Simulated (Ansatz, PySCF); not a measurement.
The pair A = CH4O (SMILES CO) (first 6 atoms), B = HBr (SMILES Br); geometry from B3LYP-D3(BJ)/def2-TZVP.
(charge 0, multiplicity 1):
```xyz
8

C     -0.157     0.489     0.212
O     -0.178    -0.763     0.905
H     -0.039     0.338    -0.863
H      0.704     1.037     0.589
H     -1.060     1.072     0.407
H     -0.936    -1.279     0.608
Br    -0.542    -0.013     4.025
H     -0.335    -0.435     2.645
```

Correlated levels freeze the cores. Filled d and f shells under p-block atoms count as core. CBS(a, b) extrapolates the correlation energy as X⁻³ and adds the Hartree–Fock energy of set b. MP2 and its Hartree–Fock in aug-cc-pVTZ are density fitted.

Run with Ansatz (Gaussian orbitals); PySCF for the dispersion terms. Values without a source in brackets are computed.

The monomers are drawn apart, rigid, along the line of their centres of mass. Counterpoise-corrected interaction energies (kcal/mol):

```
level                                                     R = 4.185 Å  R = 4.896 Å
--------------------------------------------------------  -----------  -----------
PBE/def2-TZVPPD                                               -3.6104      -1.6489
PBE-D3(BJ)/def2-TZVPPD                                        -4.1966      -1.9298
wB97M-V/def2-TZVPPD                                           -3.7421      -1.7717
MP2/CBS(aug-cc-pVDZ, aug-cc-pVTZ) + ΔCCSD(T)/aug-cc-pVDZ      -3.7423      -1.7932
```

Q: R is the distance of the centres of mass. Find the local exponent m of E ∝ R⁻ᵐ between the two points.

A: 
m = ln(E₁/E₂)/ln(R₂/R₁): PBE/def2-TZVPPD 5.0; PBE-D3(BJ)/def2-TZVPPD 5.0; wB97M-V/def2-TZVPPD 4.8; MP2/CBS(aug-cc-pVDZ, aug-cc-pVTZ) + ΔCCSD(T)/aug-cc-pVDZ 4.7. For scale, two fixed dipoles give m = 3, dipole and quadrupole 4, quadrupoles 5, and dispersion or dipole-induced dipole 6 at long range; at these distances several terms mix, and what is left of overlap and damping shifts m, so it need not match one of them.

Ansatz is a program for electronic structure.
